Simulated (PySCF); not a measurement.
## Telling isomers of C6H10FNSi2 apart by NMR

[PySCF 2.14.0 with density-fitted response routines: GFN2-xTB structure; PBE0/pcSseg-1 with gauge-including orbitals; gas phase; non-relativistic; single conformer; rapidly exchanging positions averaged]

Referencing at the same level of theory: $^{1}$H (σ = 31.72 ppm), $^{13}$C (σ = 186.93 ppm) against TMS. Splittings of carbon signals by F and P are missing where no couplings were computed. Where no couplings were computed, multiplicities follow the n + 1 count of equivalent neighbours, and m marks all less simple cases (inequivalent or close neighbours, rings, F or P nearby). Shifts are as computed. Against solution values, carbons near 30 ppm lie about +3 ppm off and those near 130 ppm about +5 ppm. Of 1309 compounds with measured shifts, 239 miss one by over three times the rms of a fit or turn the order of signals round; such compounds aren't used in these exercises. OH and NH positions are gas-phase values without hydrogen bonding to other molecules.

(1) Tabulate the signals of `C=C(C)[Si@@H]1C[C@@H](C#N)[Si@H]1F`, `Fc1cc(N[SiH3])ccc1[SiH3]` and their relative energies.

(2) What is the quickest way to tell C=C(C)[Si@@H]1C[C@@H](C#N)[Si@H]1F from Fc1cc(N[SiH3])ccc1[SiH3]?

Results:

(1) 
```json
{"SMILES": "C=C(C)[Si@@H]1C[C@@H](C#N)[Si@H]1F", "carbon types": "2×C 1×CH 2×CH2 1×CH3", "δC": "148.3, 135.3, 124.2, 26.6, 18.8, 13.2", "δH": "6.18 (br s, 1H), 6.03 (m, 1H), 5.63 (m, 1H), 5.61 (br s, 1H), 2.58 (m, 1H), 2.00 (s, 3H), 1.94 (m, 1H), 1.72 (m, 1H)", "E rel. (kcal/mol)": "3.9"}
{"SMILES": "Fc1cc(N[SiH3])ccc1[SiH3]", "carbon types": "3×C 3×CH", "δC": "178.7, 156.5, 143.5, 116.3, 108.7, 102.5", "δH": "7.51 (m, 1H), 6.49 (m, 1H), 6.47 (d, 1H), 4.81 (s, 3H), 4.51 (s, 3H), 3.33 (br s, 1H)", "E rel. (kcal/mol)": "0.0"}
```

Energies are electronic energies at PBE0/pcSseg-1 on these geometries, without zero-point or thermal terms, each for the one conformer computed, which needn't be the lowest.

(2) Both give the same number of carbon signals, but DEPT or the intensities differ. The first has a terminal =CH2 carbon at 135.3 ppm, the second an aromatic CH at 143.5 ppm. Their most deshielded carbons lie at 148.3 and 178.7 ppm. In the proton spectra the most deshielded non-exchanging signals are 6.18 (br s, 1H) and 7.51 (m, 1H).
